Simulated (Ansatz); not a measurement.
`O[SiH]` + `CNC` → `CN(C)[SiH]` + H₂O at 700 K and 1 bar (ligand exchange at the Si–O bond).

Program: Ansatz. Geometries: PBE0-D4/def2-TZVP. ΔE: electronic, gas phase. CBS: MP2 limit from def2 TZ/QZ plus the TZ coupled-cluster correction, frozen cores. This one scheme is used for every species.

```tsv
species	CCSD(T)/CBS energy (Eh)	H − E (kJ/mol)	S (J/(mol·K))
`O[SiH]`	-365.43832	87.6	287.3
`CNC`	-135.00321	296.9	352.4
`CN(C)[SiH]`	-424.06348	304.9	408.4
H₂O	-76.37941	80.5	218.4
```

H − E and S are ideal-gas, rigid-rotor, harmonic terms from PBE0-D4/def2-TZVP. 1 Eh = 2625.50 kJ/mol, R = 8.31446 J/(mol·K).

Problem. By hand: ΔE, ΔH, ΔS and ΔG.

Solution. ΔE = (-424.06348) + (-76.37941) − (-365.43832) − (-135.00321) = -0.00136 Eh = -3.6 kJ/mol. Δ(H − E) = 304.9 + 80.5 − 87.6 − 296.9 = 0.9, so ΔH = -2.7 kJ/mol. ΔS = 408.4 + 218.4 − 287.3 − 352.4 = -12.9 J/(mol·K). ΔG = -2.7 − 700 × (-12.9)/1000 = 6.3 kJ/mol.

Problem. By hand: the equilibrium constant, and the temperature at which ΔG would vanish if ΔH and ΔS stayed fixed.

Solution. log₁₀ K = −ΔG/(RT ln 10) = -0.5. ΔG = 0 at ΔH/ΔS = 209 K, though so small a ΔH makes that figure unsure.

TΔS isn't small against ΔH here. A doubt of 5 kJ/mol in ΔE shifts log₁₀ K by 0.4 here. These are equilibria of isolated gas molecules and say nothing of rates. Largest T1 diagnostic: 0.016 (customary marks: 0.02 for closed shells, 0.045 for open ones).
